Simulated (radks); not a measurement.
Species: neutral palladium. Configuration: [Kr] 4d10. Calculated with a radial shooting solver on a logarithmic mesh with Libxc functionals: scalar-relativistic Kohn-Sham, LDA (Slater exchange, Perdew-Wang correlation), spin-unpolarised, spherical densities, finite nucleus; Fermi nuclear charge, rms radius 4.5318 fm.

Unscreened Slater integrals over Kohn-Sham orbitals (eV).

integral,value
"F0(4d,4d)",15.854
"F2(4d,4d)",7.5274
"F4(4d,4d)",4.8146
"F0(4d,4p)",18.764
"F2(4d,4p)",8.7795
"G1(4d,4p)",10.870
"G3(4d,4p)",6.5670
"F0(4d,4s)",19.348
"G2(4d,4s)",7.7974
"F0(4d,3d)",22.331
"F2(4d,3d)",3.9031
"F4(4d,3d)",1.6738
"G0(4d,3d)",1.2020
"G2(4d,3d)",1.3797
"G4(4d,3d)",1.0461
"F0(4p,4p)",23.492
"F2(4p,4p)",12.251
"F0(4p,4s)",24.588
"G1(4p,4s)",16.617
"F0(4p,3d)",30.572
"F2(4p,3d)",7.1629
"G1(4p,3d)",2.2717
"G3(4p,3d)",2.2123
"F0(4s,4s)",25.865
"F0(4s,3d)",33.059
"G2(4s,3d)",2.6871
"F0(3d,3d)",69.151
"F2(3d,3d)",34.338
"F4(3d,3d)",21.878
